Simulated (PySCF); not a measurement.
A calculated (M06-2X, PySCF 2.14, aug-cc-pVDZ, the non-relativistic Hamiltonian (point nucleus)) atom or ion has these occupied shells.

| shell | electrons | orbital energy (eV) | rms radius, mean of both spins (bohr) |
| --- | --- | --- | --- |
| 1s α | 1 | -204.01 | 0.472 |

**Question.** Name the element and its charge.

**Answer.** Be³⁺ (beryllium, charge +3), in 1s1, 2S determinant.
